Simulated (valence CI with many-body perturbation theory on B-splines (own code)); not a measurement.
## E1 line list for Ce

Method: configuration interaction combined with many-body perturbation theory (CI+MBPT): four valence electrons over a frozen Dirac-Fock core [Xe], radial functions for each j: 7 s, 7 p, 7 d, 7 f, 4 g, 2 h, with the one-electron correlation potential Σ1, the two-electron term Σ2, the three-electron term Σ3, Breit, model QED; selected CI, second order for the rest (own B-spline code, finite nucleus).

Against 70 measured levels this calculation errs by 208 cm⁻¹ on average and by 603 at most. These come from a selection out of the NIST Handbook of Basic Atomic Spectroscopic Data. Levels without a partner in it may be off by more, other configurations by several thousand cm⁻¹. Among the levels kept, up to 710 cm⁻¹ of a level comes from second order outside the variational space, and about a tenth of that is noise between levels of different J, which matters for small intervals.

Lines 351 to 400 of 517 in falling wavelength, among levels below 1.890 eV, chosen from the strongest by gf and those to the six lowest levels. Wavelengths and rates use the calculated energies, so an error of 200 cm⁻¹ moves a line at 9116 Å by 1.8 % and its rate by three times that or more. Electric multipoles are in the length gauge, E1 and E2 with the static RPA response of the core. Weak lines are less certain than strong ones. Lines between different terms over intervals too small for the method are left out, as are lines whose strength nearly cancels and 9 of this kind that miss the measured wavelength by over 7 %. Where a level lies close to another of its J and parity, the split of strength between their lines is uncertain. The highest levels of a list are the least certain. Branching is blank where the lifetime is uncertain.

Names give the largest LS component (configuration and term), which can be under half, so a name can repeat, a term be missing and a line seem to break the LS rules; names also repeat where a configuration has a term twice. Letters in brackets count levels of one name in rising energy.

| λ vac (Å) | Upper | Lower | A (s⁻¹) | log gf | Branch % |
| --- | --- | --- | --- | --- | --- |
| 9116 | 4f5d6s6p ³H_5 | 4f5d6s² ³H°_5 | 3.54e+05 | -1.31 | 11.1 |
| 9105 | 4f²5d6s ³G_3 | 4f5d²6s ³G°_4 [a] | 5.88e+04 | -2.29 | 3.5 |
| 9103 | 4f5d6s6p ³F_4 [a] | 4f5d6s² ³F°_4 | 7.92e+04 | -2.05 | 1.8 |
| 9099 | 4f5d6s6p ⁵I_5 [b] | 4f5d²6s ⁵H°_6 [a] | 1.24e+06 | -0.77 | 38.5 |
| 9098 | 4f²5d6s ⁵I_5 [a] | 4f5d6s² ³H°_4 | 1.37e+04 | -2.73 |  |
| 9076 | 4f5d6s6p ³H_6 | 4f5d6s² ³H°_6 | 5.27e+05 | -1.07 | 26.1 |
| 9071 | 4f5d6s6p ³H_5 | 4f5d²6s ⁵H°_4 | 7.19e+05 | -1.01 | 22.5 |
| 9049 | 4f²5d6s ³G_3 | 4f5d²6s ³G°_3 [a] | 6.43e+05 | -1.26 | 38.0 |
| 9003 | 4f5d6s6p ⁵D_0 | 4f5d²6s ³P°_1 [a] | 5.10e+05 | -2.21 | 11.3 |
| 8998 | 4f5d6s6p ⁵G_2 | 4f5d6s² ³G°_3 | 9.49e+05 | -1.24 | 62.8 |
| 8978 | 4f5d6s6p ³F_4 [b] | 4f5d²6s ⁵I°_5 | 8.97e+04 | -2.01 | 2.6 |
| 8956 | 4f5d6s6p ⁵I_5 [b] | 4f5d6s² ³H°_6 | 4.02e+05 | -1.27 | 12.5 |
| 8945 | 4f5d6s6p ³F_3 [a] | 4f5d²6s ⁵I°_4 | 2.74e+05 | -1.64 | 9.4 |
| 8929 | 4f5d6s6p ³F_2 | 4f5d²6s ³G°_3 [a] | 5.85e+05 | -1.46 | 20.0 |
| 8914 | 4f5d6s6p ³F_3 [b] | 4f5d²6s ³G°_4 [a] | 2.86e+05 | -1.62 | 6.7 |
| 8894 | 4f5d6s6p ³F_4 [a] | 4f5d²6s ³G°_5 [a] | 3.30e+05 | -1.45 | 7.5 |
| 8894 | 4f5d6s6p ⁵D_1 | 4f5d²6s ³P°_1 [a] | 1.43e+05 | -2.29 | 3.6 |
| 8883 | 4f5d6s6p ³H_4 | 4f5d6s² ³F°_3 | 4.03e+03 | -3.37 | 0.2 |
| 8871 | 4f²5d6s ⁵G_5 | 4f5d6s² ³G°_4 | 5.86e+04 | -2.12 |  |
| 8867 | 4f5d6s6p ⁵D_1 | 4f5d²6s ³P°_0 [a] | 5.29e+05 | -1.73 | 13.2 |
| 8863 | 4f5d6s6p ³F_4 [b] | 4f5d6s² ³G°_4 | 1.37e+05 | -1.84 | 3.9 |
| 8861 | 4f5d6s6p ³F_3 [b] | 4f5d²6s ³G°_3 [a] | 4.44e+05 | -1.44 | 10.3 |
| 8848 | 4f5d6s6p ⁵H_3 | 4f5d²6s ⁵H°_3 | 6.95e+05 | -1.24 | 17.4 |
| 8835 | 4f5d6s6p ⁵H_4 | 4f5d²6s ⁵I°_5 | 9.52e+05 | -1.00 | 24.5 |
| 8827 | 4f²5d6s ⁵G_3 | 4f5d6s² ³F°_3 | 7.85e+03 | -3.19 | 0.6 |
| 8790 | 4f5d6s6p ⁵H_3 | 4f5d²6s ⁵H°_4 | 9.54e+04 | -2.11 | 2.4 |
| 8754 | 4f5d6s6p ⁵I_5 [a] | 4f5d²6s ⁵I°_5 | 1.42e+05 | -1.75 | 3.7 |
| 8744 | 4f²5d6s ³I_5 [a] | 4f5d6s² ³H°_5 | 1.56e+05 | -1.71 | 24.8 |
| 8723 | 4f5d6s6p ⁵H_4 | 4f5d6s² ³G°_4 | 8.41e+04 | -2.06 | 2.2 |
| 8714 | 4f²5d6s ⁵G_2 | 4f5d²6s ⁵H°_3 | 2.94e+05 | -1.78 | 14.4 |
| 8703 | 4f5d6s6p ³H_4 | 4f5d6s² ³G°_3 | 9.31e+05 | -1.02 | 43.4 |
| 8702 | 4f²5d6s ³I_5 [a] | 4f5d²6s ⁵H°_4 | 2.35e+04 | -2.53 | 3.7 |
| 8696 | 4f²5d6s ⁵G_4 | 4f5d6s² ³H°_5 | 5.10e+04 | -2.28 | 5.2 |
| 8676 | 4f²5d6s ⁵H_4 | 4f5d²6s ⁵I°_4 | 2.80e+05 | -1.55 | 10.9 |
| 8655 | 4f²5d6s ⁵G_4 | 4f5d²6s ⁵H°_4 | 3.51e+04 | -2.45 | 3.6 |
| 8648 | 4f²5d6s ⁵G_3 | 4f5d6s² ³G°_3 | 5.90e+04 | -2.33 | 4.8 |
| 8646 | 4f²5d6s ⁵H_3 | 4f5d²6s ⁵H°_3 | 1.64e+05 | -1.89 | 7.7 |
| 8645 | 4f5d6s6p ⁵I_5 [a] | 4f5d6s² ³G°_4 | 2.42e+04 | -2.52 | 0.6 |
| 8618 | 4f²5d6s ³H_4 | 4f5d6s² ³G°_3 | 4.83e+04 | -2.32 | 3.7 |
| 8615 | 4f5d6s6p ³F_3 [a] | 4f5d6s² ¹D°_2 | 4.46e+04 | -2.46 | 1.5 |
| 8614 | 4f²5d6s ³G_3 | 4f5d6s² ³G°_4 | 4.19e+04 | -2.49 | 2.5 |
| 8608 | 4f5d6s6p ³D_2 | 4f5d6s² ¹D°_2 | 1.44e+05 | -2.10 | 4.4 |
| 8594 | 4f5d6s6p ³H_4 | 4f5d6s² ³H°_4 | 2.87e+05 | -1.54 | 13.4 |
| 8592 | 4f²5d6s ⁵H_3 | 4f5d²6s ⁵H°_4 | 1.18e+04 | -3.04 | 0.6 |
| 8589 | 4f5d6s6p ⁵H_4 | 4f5d6s² ³F°_4 | 1.81e+05 | -1.74 | 4.7 |
| 8587 | 4f²5d6s ³I_5 [b] | 4f5d²6s ⁵I°_4 | 8.85e+04 | -1.97 | 6.8 |
| 8584 | 4f²5d6s ³I_5 [b] | 4f5d²6s ³G°_5 [a] | 8.35e+04 | -1.99 | 6.4 |
| 8569 | 4f²5d6s ⁵I_5 [b] | 4f5d6s² ³H°_4 | 6.06e+03 | -3.13 |  |
| 8554 | 4f5d6s6p ³G_3 | 4f5d²6s ⁵I°_4 | 6.09e+05 | -1.33 | 16.4 |
| 8542 | 4f²5d6s ⁵G_3 | 4f5d6s² ³H°_4 | 1.21e+04 | -3.03 | 1.0 |

Task: How does gf follow from A for the line at 8871 Å?

Result: gf = 1.4992 × (2J+1)_upper × A / σ², with σ = 11273 cm⁻¹ and 2J+1 = 11: gf = 0.00761.
